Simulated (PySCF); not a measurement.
# Br⁺ (bromine, charge +1): UHF calculation

Configuration: [Ar] 3d10 4s1 4p5, high-spin 3P determinant (an excited configuration). All numbers are calculated (PySCF 2.14, no relativity, point nucleus, in def2-QZVPPD).

```json
{
 "Total energy": "-2571.555514 hartree",
 "One-electron energy": "-3565.4816 hartree",
 "Hartree (Coulomb) energy": "1083.2070 hartree",
 "Exchange energy": "-89.2809 hartree",
 "Kinetic energy": "2571.52750 hartree",
 "⟨S²⟩": "2.0149",
 "⟨L²⟩": "2.016",
 "Sum of ⟨r⟩": "23.36 bohr",
 "Sum of ⟨r²⟩": "33.10 bohr²",
 "Traceless quadrupole moment −½Σ⟨3z² − r²⟩ along its main axis": "1.72 e·bohr²",
 "Density at the nucleus (Gaussians lack the cusp)": "29400 bohr⁻³",
 "Spin density at the nucleus": "23.2 bohr⁻³",
 "Langevin diamagnetic susceptibility": "-26.2 ×10⁻⁶ cm³/mol"
}
```

```
shell  electrons  mean orbital energy (hartree)  spread (hartree)  rms radius, mean of both spins (bohr)
 1s α          1                     -490.54937                 0                                 0.0505
 1s β          1                     -490.53285                 0                                 0.0505
 2s α          1                      -65.68208                 0                                  0.210
 2s β          1                      -65.66552                 0                                  0.210
 2p α          3                      -59.03858           0.00733                                  0.185
 2p β          3                      -59.02636           0.00431                                  0.185
 3s α          1                      -10.35957                 0                                  0.599
 3s β          1                      -10.31609                 0                                  0.599
 3p α          3                       -7.96746           0.02134                                  0.612
 3p β          3                       -7.93827           0.00541                                  0.612
 3d α          5                       -3.70234           0.02002                                  0.646
 3d β          5                       -3.68622           0.01004                                  0.646
 4s α          1                       -1.50877                 0                                   1.77
 4p α          3                       -0.90099           0.06536                                   2.12
 4p β          2                       -0.72870                 0                                   2.12
```

Spin-orbit constants ζ (cm⁻¹) from the X2C one-electron operator on these orbitals (non-relativistic here): bare nucleus, nucleus screened by l(l+1)(2l+1)/3 electrons, and screened by the Breit-Pauli mean field of the electrons.

| shell | bare | screened nucleus | mean field |
| --- | --- | --- | --- |
| 2p | 244100 | 230200 | n/a |
| 3p | 34780 | 32790 | n/a |
| 3d | 4672 | 3337 | n/a |
| 4p | 2821 | 2660 | n/a |

To first order the Landé constant is A = -1330 cm⁻¹, so the lowest level has J = 2 and lies 0.165 eV below the centre of the term. This holds in LS coupling only.
